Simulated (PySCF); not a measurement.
## Simulated absorption spectrum

Compound: C5H15AlO2.
Geometry (PBE0-D3(BJ)/def2-SVP, Å), atoms numbered from 1 in this order:
```xyz
23
C5H15AlO2 angstrom
C     -2.2459   -1.0298   -0.4434
C     -1.2909   -0.1704    0.3620
C     -1.9633    0.5570    1.5041
O     -0.7059    0.8411   -0.4751
C      0.3439    0.4452   -1.2436
O      1.5580    0.3238   -0.4836
C      2.0271    1.5407    0.0889
Al     2.2847   -1.4043    0.1812
H     -3.0535   -0.4130   -0.8665
H     -2.6946   -1.8037    0.1966
H     -1.7315   -1.5478   -1.2672
H     -0.4804   -0.8013    0.7709
H     -1.2314    1.1484    2.0727
H     -2.4365   -0.1590    2.1911
H     -2.7382    1.2387    1.1203
H      0.2201   -0.5493   -1.7017
H      0.5100    1.2145   -2.0132
H      1.2272    2.0072    0.6798
H      2.8786    1.2931    0.7343
H      2.3565    2.2216   -0.7113
H      3.8479   -1.1972   -0.1110
H      1.4311   -2.3729   -0.7760
H      1.8284   -1.3304    1.7228
```

Method: PySCF, TDDFT CAM-B3LYP/def2-SVPD, vertical, gas phase, core orbitals frozen in the response.

Broadening: Gaussians 0.25 eV wide at half height, area fixed by f = 4.319×10⁻⁹ ∫ε dν̃. The cross-section is σ = 3.8235×10⁻²¹ ε cm², given in Mb (10⁻¹⁸ cm²). The width is an assumption, not a result. The curve ends short of the highest state used, and states not computed would add to its high-energy end.

```csv
λ (nm),σ (Mb)
159.4,3.21
161.1,8.54
162.8,19.48
164.5,34.79
166.2,45.71
168.0,47.93
169.7,47.34
171.4,41.77
173.1,27.55
174.8,12.70
176.5,4.80
178.2,3.18
179.9,3.93
181.7,4.33
183.4,3.78
185.1,3.10
186.8,2.67
188.5,2.19
190.2,1.49
191.9,0.78
193.7,0.30
195.4,0.09
197.1,0.02
198.8,0.00
```

Task: Locate the maxima and give the states behind the curve.

Result: 181 nm (6.83 eV), ε about 1100, made up of S2 (94%); 168 nm (7.38 eV), ε about 13000, made up of S3 (38%) and S4 (61%) (ε in L mol⁻¹ cm⁻¹; maxima over ε = 5, shares over 10%). The states used: S1 6.61 eV (f 0.0052); S2 6.85 eV (f 0.010); S3 7.25 eV (f 0.093); S4 7.46 eV (f 0.093); S5 7.63 eV (f 0.015); S6 8.10 eV (f 0.072); S7 8.20 eV (f 0.061); S8 8.23 eV (f 0.150); S9 8.30 eV (f 0.057); S10 8.38 eV (f 0.054).

Task: Coming from long wavelengths, where does ε first pass 100 L mol⁻¹ cm⁻¹?

Result: At about 193 nm (6.42 eV), 0.20 eV below S1.

Task: On this curve, what absorbance would a 10⁻³ mol/L sample give at 193 nm over a 1 cm path?

Result: 193 nm is 6.424 eV, where ε is about 120 L mol⁻¹ cm⁻¹, so A = ε c l ≈ 0.12 (Beer–Lambert, with the gas-phase spectrum and the assumed width).

Task: What would ε be at 7.38 eV, the highest of these maxima, with half the width (0.125 eV)?

Result: About 7520 L mol⁻¹ cm⁻¹ against 12500, a factor of about 0.6; a lone state at its own centre would give exactly 2.

The vertical ionisation energy (ΔSCF) is 9.66 eV, 1.28 eV above S10.

One conformer stands for the species.
